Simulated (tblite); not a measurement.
Calculated harmonic vibrations of the isolated species, GFN2-xTB (tblite), most abundant isotopes, no scaling. This tight-binding method is rough: wavenumbers can miss measured ones by several per cent, in bad cases by 10 to 20. Modes of hydrogen on silicon can be 10 to 20 % off. One conformer each. Open shells enter through the occupations alone, without spin polarisation, and single modes of such species can be off by tens of per cent. Thermal functions are those of the rigid rotor and harmonic oscillator, without mixing of conformers.

Problem. Order these by their heat capacity Cp at 298.15 K, highest first (cal/(mol K)).
A. `ClC([SiH3])([SiH3])[SiH3]`
B. `[CH2][C@@H]1OCO[C@@H]1OC` [radical]
C. `CCC(F)(CC)C(=O)F`
D. `[CH]1C=NC[SiH2]1` [radical]
E. `CNP1CCC(C)=C1F`

Solution. E (40.8), A (39.8), C (38.9), B (33.4), D (23.3).

```json
{"SMILES": "CNP1CCC(C)=C1F", "atoms": "20", "mass (u)": "147.06", "symmetry number": "1", "modes under 300 cm⁻¹": "9", "ZPE (kcal/mol)": "100.7", "S translation (cal/(mol K))": "40.9", "S rotation": "29.5", "S vibration": "31.6", "S spin": "0.0", "S": "102.0", "Cp": "40.8"}
{"SMILES": "[SiH3]C([SiH3])([SiH3])Cl", "atoms": "14", "mass (u)": "139.97", "symmetry number": "3", "modes under 300 cm⁻¹": "8", "ZPE (kcal/mol)": "49.7", "S translation (cal/(mol K))": "40.7", "S rotation": "26.7", "S vibration": "28.2", "S spin": "0.0", "S": "95.6", "Cp": "39.8"}
{"SMILES": "CCC(F)(CC)C(=O)F", "atoms": "19", "mass (u)": "136.07", "symmetry number": "1", "modes under 300 cm⁻¹": "9", "ZPE (kcal/mol)": "95.0", "S translation (cal/(mol K))": "40.7", "S rotation": "29.0", "S vibration": "31.8", "S spin": "0.0", "S": "101.4", "Cp": "38.9"}
{"SMILES": "[CH2][C@@H]1OCO[C@@H]1OC", "atoms": "17", "mass (u)": "117.06", "symmetry number": "1", "modes under 300 cm⁻¹": "6", "ZPE (kcal/mol)": "83.7", "S translation (cal/(mol K))": "40.2", "S rotation": "28.0", "S vibration": "23.3", "S spin": "1.4", "S": "92.9", "Cp": "33.4"}
{"SMILES": "[CH]1C=NC[SiH2]1", "atoms": "11", "mass (u)": "84.03", "symmetry number": "1", "modes under 300 cm⁻¹": "1", "ZPE (kcal/mol)": "48.7", "S translation (cal/(mol K))": "39.2", "S rotation": "25.6", "S vibration": "8.4", "S spin": "1.4", "S": "74.6", "Cp": "23.3"}
```

Entropies and Cp are for 298.15 K and 1 bar.
